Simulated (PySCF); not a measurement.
Correlation energy of Ag²⁺ (silver, charge +2)

Starting occupation: [Kr] 4d9, 4d3/2 with m_j = -3/2, -1/2, +1/2, +3/2, 4d5/2 with m_j = -3/2, -1/2, +1/2, +3/2, +5/2. Calculation: PySCF 2.14, in x2c-TZVPall-2c (8s9p7d1f, 77 functions); X2C-1e with screened-nucleus spin-orbit coupling, Gaussian nucleus. Frozen: [Ar] 3d10; 17 electrons correlated; the 6 highest virtual spinors left out.

MP2 pair energies summed by pair of shells (mhartree):

| pair | energy | share (%) |
| --- | --- | --- |
| 4d3/2-4d5/2 | -114.36 | 26.1 |
| 4d5/2-4d5/2 | -62.99 | 14.4 |
| 4d5/2-4p3/2 | -54.84 | 12.5 |
| 4d3/2-4p3/2 | -40.73 | 9.3 |
| 4d3/2-4d3/2 | -40.36 | 9.2 |
| 4d5/2-4p1/2 | -19.96 | 4.6 |
| 4p3/2-4p3/2 | -19.58 | 4.5 |
| 4p1/2-4p3/2 | -17.86 | 4.1 |
| 4d3/2-4p1/2 | -15.48 | 3.5 |
| 4d5/2-4s1/2 | -14.11 | 3.2 |
| 4p3/2-4s1/2 | -12.96 | 3.0 |
| 4d3/2-4s1/2 | -11.35 | 2.6 |
| 4p1/2-4s1/2 | -6.18 | 1.4 |
| 4p1/2-4p1/2 | -4.49 | 1.0 |
| 4s1/2-4s1/2 | -3.34 | 0.8 |

Total MP2 correlation energy: -438.59 mhartree.

This basis was not built for core-valence correlation, so the inner-shell part is incomplete.
